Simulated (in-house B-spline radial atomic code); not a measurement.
Results of a calculation; reference values are marked as such.
**C6 from the polarisability at imaginary frequency: Hg**

BHandHLYP linear response of the closed shell [Xe] 4f14 5d10 6s2, from an all-electron radial atomic-structure program (B-spline basis); scalar-relativistic (spin-free one-electron X2C), finite nucleus, no spin-orbit coupling; shells from n = 4 respond.

The dispersion coefficient of two like species is C6 = (3/π) ∫ α(iu)² du from 0 to ∞.

| u (hartree) | α(iu) (bohr³) |
| --- | --- |
| 0 | 38.04 |
| 0.03 | 37.57 |
| 0.07 | 35.67 |
| 0.12 | 32.04 |
| 0.2 | 25.78 |
| 0.3 | 19.61 |
| 0.45 | 13.87 |
| 0.7 | 9.037 |
| 1 | 6.224 |
| 1.5 | 3.925 |
| 2.5 | 2.036 |
| 5 | 0.7387 |

Task: Fit one oscillator, α(iu) = α(0)/(1 + u²/ω²), through u = 0.7 and estimate C6.

Result: From α(0)/α(iu) − 1 = 38.04/9.037 − 1 = 3.2094, ω = u/√3.2094 = 0.3907 hartree (10.6 eV). London's formula gives C6 = (3/4) α(0)² ω = 0.75 × 38.04² × 0.3907 = 424.1 hartree·bohr⁶, and the oscillator holds f = α(0) ω² = 5.81 electrons, of a sum of oscillator strengths of 58.8.

Task: How does that compare with the full integral?

Result: The program's quadrature over all excitations gives C6 = 370.5, so the single oscillator is off by +14.5 %. At the last point the fit gives α = 0.231 against 0.739: higher excitations, and deeper shells where there are any, keep the true curve higher at large u.
